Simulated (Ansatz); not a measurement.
# What each rung costs, and what it gives

Saddle point of BH2Cl3, closed shell (BCl₃ ([Cl][B]([Cl])[Cl]) + H₂ → BHCl₂ ([Cl][BH][Cl]) + HCl; bonds formed: B1–H6, Cl2–H5; bonds broken: B1–Cl2, H5–H6), PBE0-D4/def2-TZVP structure:

| atom | x (Å) | y (Å) | z (Å) |
| --- | --- | --- | --- |
| B1 | -0.2627 | 0.2361 | -0.0952 |
| Cl2 | 1.7467 | -0.3705 | -0.1976 |
| Cl3 | -1.0199 | 0.0348 | -1.6699 |
| Cl4 | -0.3776 | 1.7452 | 0.8010 |
| H5 | 0.4804 | -0.8890 | 0.4905 |
| H6 | -0.5669 | -0.7567 | 0.6712 |

Barriers are electronic and count from the start structure reached by relaxing down the imaginary mode.

Ansatz 0.2.0; basis: as named in each row; cores frozen in the correlated methods. B3LYP uses VWN-RPA correlation. Extrapolation: Hartree–Fock as exp(−7.88 √X), correlation as X^−2.97.

Times are rough, for one single point on 2 threads of a shared host (Arm Neoverse N1).

The estimate by CCSD(T) at an estimated basis limit (MP2 extrapolated from triple and quadruple zeta, plus CCSD(T) − MP2 in triple zeta) is 163.6 kJ/mol.

```json
{"method": "HF", "basis": "STO-3G", "time (s)": "under 1", "barrier (kJ/mol)": "289.1", "method less estimate": "125.6"}
{"method": "PBE-D4", "basis": "STO-3G", "time (s)": "under 1", "barrier (kJ/mol)": "193.7", "method less estimate": "30.1"}
{"method": "SPW92", "basis": "def2-SVP", "time (s)": "under 1", "barrier (kJ/mol)": "89.6", "method less estimate": "-74.0"}
{"method": "PBE-D4", "basis": "def2-SVP", "time (s)": "1", "barrier (kJ/mol)": "124.5", "method less estimate": "-39.1"}
{"method": "B3LYP-D4", "basis": "6-31G", "time (s)": "1", "barrier (kJ/mol)": "179.0", "method less estimate": "15.4"}
{"method": "SPW92", "basis": "def2-TZVPP", "time (s)": "2", "barrier (kJ/mol)": "94.5", "method less estimate": "-69.1"}
{"method": "PBE0-D4", "basis": "def2-SVP", "time (s)": "2", "barrier (kJ/mol)": "135.6", "method less estimate": "-28.0"}
{"method": "CCSD(T)", "basis": "def2-SVP", "time (s)": "2", "barrier (kJ/mol)": "173.8", "method less estimate": "10.2"}
{"method": "PBE-D4", "basis": "def2-TZVPP", "time (s)": "4", "barrier (kJ/mol)": "130.3", "method less estimate": "-33.3"}
{"method": "BLYP-D4", "basis": "def2-TZVPP", "time (s)": "4", "barrier (kJ/mol)": "153.6", "method less estimate": "-10.0"}
{"method": "PBE0-D4", "basis": "def2-TZVPP", "time (s)": "6", "barrier (kJ/mol)": "141.0", "method less estimate": "-22.6"}
{"method": "B3LYP-D4", "basis": "def2-TZVPP", "time (s)": "6", "barrier (kJ/mol)": "159.7", "method less estimate": "-3.9"}
{"method": "BHLYP-D4", "basis": "def2-TZVPP", "time (s)": "6", "barrier (kJ/mol)": "174.3", "method less estimate": "10.7"}
{"method": "CAM-B3LYP-D4", "basis": "def2-TZVPP", "time (s)": "6", "barrier (kJ/mol)": "161.2", "method less estimate": "-2.4"}
{"method": "RPA on PBE", "basis": "def2-TZVPP", "time (s)": "7", "barrier (kJ/mol)": "168.9", "method less estimate": "5.3"}
{"method": "wB97M-V", "basis": "def2-SVP", "time (s)": "8", "barrier (kJ/mol)": "149.0", "method less estimate": "-14.6"}
{"method": "r2SCAN-D4", "basis": "def2-TZVPP", "time (s)": "8", "barrier (kJ/mol)": "143.4", "method less estimate": "-20.2"}
{"method": "B2PLYP", "basis": "def2-TZVPP", "time (s)": "8", "barrier (kJ/mol)": "165.1", "method less estimate": "1.5"}
{"method": "PBE-QIDH", "basis": "def2-TZVPP", "time (s)": "9", "barrier (kJ/mol)": "153.9", "method less estimate": "-9.6"}
{"method": "r2SCAN0-D4", "basis": "def2-TZVPP", "time (s)": "10", "barrier (kJ/mol)": "149.9", "method less estimate": "-13.7"}
{"method": "wB97X-V", "basis": "def2-TZVPP", "time (s)": "14", "barrier (kJ/mol)": "161.4", "method less estimate": "-2.2"}
{"method": "B97M-V", "basis": "def2-TZVPP", "time (s)": "16", "barrier (kJ/mol)": "158.0", "method less estimate": "-5.6"}
{"method": "wB97M-V", "basis": "def2-TZVPP", "time (s)": "16", "barrier (kJ/mol)": "159.7", "method less estimate": "-3.9"}
{"method": "MP2", "basis": "def2-QZVPP", "time (s)": "24", "barrier (kJ/mol)": "161.8", "method less estimate": "-1.8"}
{"method": "CCSD(T)", "basis": "def2-TZVPP", "time (s)": "33", "barrier (kJ/mol)": "166.8", "method less estimate": "3.2"}
```

All methods are single points on the PBE0-D4 structures.

The T1 diagnostic stays at or below 0.012.

Labels in which every atom is bracketed show which atoms are joined, not bond orders.
